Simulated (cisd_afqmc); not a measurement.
Input (AFQMC/CISD/cc-pVDZ; cisd_afqmc is a phaseless AFQMC code with CISD trial states that reads the integrals written by Ansatz):

Ansatz 0.2 input:
```python
import cisd_afqmc

open("ham.yaml", "w").write("""\
crystal:
  periodic: [false, false, false]
  atoms:
    - {symbol: Ge, position_ang: [-0.12604686, -0.22315686, 0.27849569]}
    - {symbol: H, position_ang: [-0.97709372, -1.04216582, -0.82277330]}
    - {symbol: F, position_ang: [0.55673257, 0.90924281, -0.89878766]}
basis:
  gaussian:
    orbitals: cc-pVDZ
magnetization: {spin_polarized: false}
correlation: {method: ccsd, electrons: outside_noble_gas, hamiltonian_folder: ham}
""")
rep = cisd_afqmc.ansatz("ham.yaml")
e_ccsd = rep["correlation"]["coupled_cluster"]["energy"]["hartree"]
out = cisd_afqmc.run("ham", e_ccsd, trial="CISD", walkers=200, populations=8, threads=8, dt=0.005, steps=40, early=24, settle=10, least=32,
    cut=5e-5, rank_cut=2e-4, target=0.0004, seconds=1500, seed=1, memory=17280, gpu=False)
```

Output:

```
orbitals 31, occupied [6], factors 159 of 503, rank of the doubles 79 of 150
E(HF) = -2175.358742
E(CCSD) on the cut factors = -2175.644938, shift to the whole factors -0.000003
Energy of the trial state on the determinant = -2175.644948
  tau behind 7.2 of longer steps, mean of the populations' last blocks
   2.0  -2175.65161
   4.0  -2175.65126
   6.0  -2175.65198
   8.0  -2175.65041
blocks 358 (0 outliers left out), error by blocks joined: 1: 0.00019, 2: 0.00023, 4: 0.00027, 8: 0.00031, 16: 0.00033
E(AFQMC/CISD) = -2175.65127 +/- 0.00033
```

A triplet may lie lower; no result for it is given here.
